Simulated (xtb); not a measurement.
BaF (SMILES [F][Ba]), doublet, geometry from GFN2-xTB (such geometries of metal compounds can be far from the true shape) (the spin is typed, not shown lowest); GFN1-xTB in xtb.

xtb was given this input:
```
$ xtb mol.xyz --gfn 1 --uhf 1 --ohess --json

# file mol.xyz
2

Ba    -0.00000000    -0.00000000    -0.27401276
F      0.00000000     0.00000000     1.70496829
```

It wrote (shortened):

```
   ID    Z sym.   atoms
    1   56 Ba     1
    2    9 F      2

           -------------------------------------------------
          |                Calculation Setup                |
           -------------------------------------------------

           -------------------------------------------------
          |                 G F N 1 - x T B                 |
           -------------------------------------------------

          ...................................................
          :                      SETUP                      :
          :.................................................:
          :  # basis functions                  14          :
          :  # atomic orbitals                  13          :
          :  # shells                            5          :
          :  # electrons                         9          :
          :  # halogen bonds                     0          :
          :  max. iterations                   250          :
          :  Hamiltonian                  GFN1-xTB          :
          :  restarted?                      false          :
          :  GBSA solvation                  false          :
          :  PC potential                    false          :
          :  electronic temp.          300.0000000     K    :
          :  accuracy                    1.0000000          :
          :  -> integral cutoff          0.2500000E+02      :
          :  -> integral neglect         0.1000000E-07      :
          :  -> SCF convergence          0.1000000E-05 Eh   :
          :  -> wf. convergence          0.2000000E-04 e    :
          :  Broyden damping             0.4000000          :
          :  net charge                          0          :
          :  unpaired electrons                  1          :
          ...................................................

 iter      E             dE          RMSdq      gap      omega  full diag
   1     -5.0344419 -0.503444E+01  0.116E+01    0.33       0.0  T
   2     -5.6386593 -0.604217E+00  0.661E+00    2.08       1.0  T
   3     -5.6622725 -0.236132E-01  0.448E+00    1.81       1.0  T
   4      6.1765616  0.118388E+02  0.551E+01    0.67       1.0  T
   5      3.9147016 -0.226186E+01  0.491E+01    0.27       1.0  T
   6     -5.6656957 -0.958040E+01  0.330E+00    1.93       1.0  T
   7     -5.6787826 -0.130869E-01  0.182E+00    1.78       1.0  T
   8     -5.6839265 -0.514382E-02  0.105E+00    1.68       1.0  T
   9     -5.6821948  0.173164E-02  0.126E+00    1.72       1.0  T
  10     -5.6827106 -0.515776E-03  0.119E+00    1.71       1.0  T
  11     -5.6827055  0.506293E-05  0.119E+00    1.71       1.0  T
  12     -5.6830394 -0.333905E-03  0.115E+00    1.69       1.0  T
  13     -5.6833285 -0.289120E-03  0.106E+00    1.67       1.0  T
  14     -5.6843843 -0.105571E-02  0.686E-01    1.55       1.0  T
  15     -5.6849755 -0.591269E-03  0.341E-01    1.45       1.0  T
  16     -5.6851338 -0.158297E-03  0.139E-01    1.38       1.0  T
  17     -5.6851610 -0.271410E-04  0.479E-02    1.36       1.5  T
  18     -5.6851643 -0.337991E-05  0.120E-02    1.35       5.9  T
  19     -5.6851646 -0.225180E-06  0.543E-04    1.34     130.3  T
  20     -5.6851646 -0.459753E-09  0.735E-07    1.34   96166.4  T
  21     -5.6851646 -0.888178E-15  0.108E-07    1.34  100000.0  T

   *** convergence criteria satisfied after 21 iterations ***

         :::::::::::::::::::::::::::::::::::::::::::::::::::::
         ::                     SUMMARY                     ::
         :::::::::::::::::::::::::::::::::::::::::::::::::::::
         :: total energy              -5.673809345318 Eh    ::
         :: gradient norm              0.049919732300 Eh/a0 ::
         :: HOMO-LUMO gap              1.342135968780 eV    ::
         ::.................................................::
         :: SCC energy                -5.685164571885 Eh    ::
         :: -> electrostatic           0.093356227405 Eh    ::
[...]
 * total energy  :    -5.6738093 Eh     change        0.2664535E-14 Eh
 * total energy  :    -5.6777775 Eh     change       -0.3968204E-02 Eh
 * total energy  :    -5.6786796 Eh     change       -0.9020213E-03 Eh
 * total energy  :    -5.6788732 Eh     change       -0.1935931E-03 Eh
 * total energy  :    -5.6788862 Eh     change       -0.1306943E-04 Eh
 * total energy  :    -5.6788875 Eh     change       -0.1242641E-05 Eh
   *** GEOMETRY OPTIMIZATION CONVERGED AFTER 6 ITERATIONS ***
         :: total energy              -5.678887475395 Eh    ::
[...]
          |               Frequency Printout                |
           -------------------------------------------------
 vibrational frequencies (cm⁻¹)
eigval :        0.00     0.00     0.00     0.00     0.00   282.76
 reduced masses (amu)
   1:122.95   2:122.95   3:122.95   4: 33.38   5: 33.38   6: 33.38
 IR intensities (km·mol⁻¹)
   1:  0.00   2:  0.00   3:  0.00   4: 37.07   5: 37.07   6: 26.99
 Raman intensities (Ä⁴*amu⁻¹)
   1:  0.00   2:  0.00   3:  0.00   4:  0.00   5:  0.00   6:  0.00
 output can be read by thermo (or use thermo option).
 writing <g98.out> molden fake output.
 recommended (thermochemical) frequency scaling factor: 1.0
           -------------------------------------------------
          |             Thermodynamic Functions             |
           -------------------------------------------------

cin symmetry found (for desy threshold:  0.10E+00) used in thermo

          ...................................................
          :                      SETUP                      :
          :.................................................:
          :  # frequencies                           1      :
          :  # imaginary freq.                       0      :
          :  linear?                              true      :
          :  only rotor calc.                    false      :
          :  symmetry                              cin      :
          :  rotational number                       1      :
          :  scaling factor                  1.0000000      :
          :  rotor cutoff                   50.0000000 cm⁻¹ :
          :  imag. cutoff                  -20.0000000 cm⁻¹ :
          :.................................................:

    mode    ω/cm⁻¹     T·S(HO)/kcal·mol⁻¹    T·S(FR)/kcal·mol⁻¹   T·S(vib)
   ------------------------------------------------------------------------
       1    282.76    -0.45227 ( 99.90%)    -0.54295 (  0.10%)    -0.45235
   ------------------------------------------------------------------------

   temp. (K)  partition function   enthalpy   heat capacity  entropy
                                   cal/mol     cal/K/mol   cal/K/mol   J/K/mol
 298.15  VIB   1.34                  277.462      1.705      1.517
         ROT   965.                  592.502      1.987     15.645
         INT  0.130E+04              869.964      3.692     17.162
         TR   0.189E+28             1481.254      4.968     41.031
         TOT                        2351.2179     8.6603    58.1933   243.4807

       T/K    H(0)-H(T)+PV         H(T)/Eh          T*S/Eh         G(T)/Eh
   ------------------------------------------------------------------------
    298.15    0.374690E-02    0.439108E-02    0.276495E-01   -0.232584E-01
   ------------------------------------------------------------------------

         :::::::::::::::::::::::::::::::::::::::::::::::::::::
         ::                  THERMODYNAMIC                  ::
         :::::::::::::::::::::::::::::::::::::::::::::::::::::
         :: total free energy          -5.702145904237 Eh   ::
         ::.................................................::
         :: total energy               -5.678887475395 Eh   ::
         :: zero point energy           0.000644177210 Eh   ::
         :: G(RRHO) w/o ZPVE           -0.023902606052 Eh   ::
         :: G(RRHO) contrib.           -0.023258428842 Eh   ::
         :::::::::::::::::::::::::::::::::::::::::::::::::::::

optimized geometry written to: xtbopt.xyz

           -------------------------------------------------
          | TOTAL ENERGY               -5.678887475395 Eh   |
          | TOTAL ENTHALPY             -5.674496394010 Eh   |
          | TOTAL FREE ENERGY          -5.702145904237 Eh   |
          | GRADIENT NORM               0.000018933492 Eh/α |
          | HOMO-LUMO GAP               1.531463300706 eV   |
           -------------------------------------------------

normal termination of xtb
```
